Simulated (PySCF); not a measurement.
C₃H₃NO₃S, SMILES S(/C=C/C#N)(=O)(O)=O.

Geometry optimised at PBE-D3(BJ)/def2-SVP. Other conformers were not sampled.

Method: PBE-D3(BJ)/def2-SVP in PySCF 2.14.0.

Frequencies are harmonic and unscaled.

| mode | ν (cm⁻¹) | IR (km/mol) | moving atoms (share of kinetic energy) |
|---|---|---|---|
| 1 | 79 | 1.8 | O 49 %, C 26 %, N 14 %, H 9 % |
| 2 | 118 | 7.2 | N 35 %, O 32 %, C 27 % |
| 3 | 133 | 6.5 | C 47 %, H 23 %, N 21 % |
| 4 | 203 | 58.1 | H 55 %, O 34 %, C 8 % |
| 5 | 240 | 0.3 | O 33 %, C 32 %, N 23 % |
| 6 | 295 | 14.6 | O 33 %, H 29 %, C 29 % |
| 7 | 322 | 19.5 | O 48 %, C 24 %, H 19 % |
| 8 | 400 | 7.1 | O 56 %, H 16 %, C 12 %, S 12 % |
| 9 | 438 | 13.4 | O 59 %, C 19 %, S 9 %, H 9 % |
| 10 | 483 | 15.4 | C 56 %, O 22 %, H 9 %, S 8 % |
| 11 | 512 | 7.0 | C 62 %, O 22 % |
| 12 | 553 | 80.9 | O 35 %, S 31 %, C 25 % |
| 13 | 751 | 147.9 | O 55 %, S 25 %, C 16 % |
| 14 | 795 | 79.1 | C 50 %, H 22 %, S 18 %, O 8 % |
| 15 | 805 | 61.5 | C 47 %, H 38 %, S 11 % |
| 16 | 928 | 36.5 | H 91 %, C 9 % |
| 17 | 1006 | 2.0 | C 59 %, N 21 %, H 19 % |
| 18 | 1067 | 55.0 | H 77 %, O 19 % |
| 19 | 1116 | 115.4 | O 49 %, H 29 %, S 18 % |
| 20 | 1155 | 58.2 | H 55 %, O 22 %, C 16 % |
| 21 | 1237 | 11.9 | H 72 %, C 26 % |
| 22 | 1353 | 158.0 | O 48 %, S 46 % |
| 23 | 1626 | 1.2 | C 93 % |
| 24 | 2272 | 1.5 | C 63 %, N 36 % |
| 25 | 3092 | 10.5 | H 92 %, C 8 % |
| 26 | 3149 | 3.8 | H 91 %, C 9 % |
| 27 | 3642 | 154.3 | H 94 % |
